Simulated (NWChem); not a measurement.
# SiHCl, singlet; SMILES [SiH]Cl

```xyz
3

Si    -0.0803    -1.1042     0.0000
H      1.4465    -1.2905     0.0000
Cl    -0.0189     0.9852     0.0000
```
Atoms are numbered in this order, from 1.

Low-valent species are run as closed-shell singlets; no triplet was tried in these runs. STO-3G and 3-21G are far too small for this property and stand as cheap habits. Coordinates come from a PBE0/def2-SVP optimisation.

Symmetry labels are those of Cs in the frame above (b1 and b2, or b-type labels, depend on it).

Q: List the 4 lowest vertical singlet excitations from PBE/3-21G, TDA (NWChem).

A: 
```tsv
state	energy (eV)	oscillator strength	symmetry	leading excitation (squared amplitude)
S1	2.53	0.026	a"	HOMO → LUMO (0.96)
S2	4.54	0.027	a"	HOMO−1 → LUMO (0.95)
S3	5.44	0.002	a'	HOMO → LUMO+1 (0.50)
S4	5.67	0.003	a"	HOMO−3 → LUMO (0.99)
```
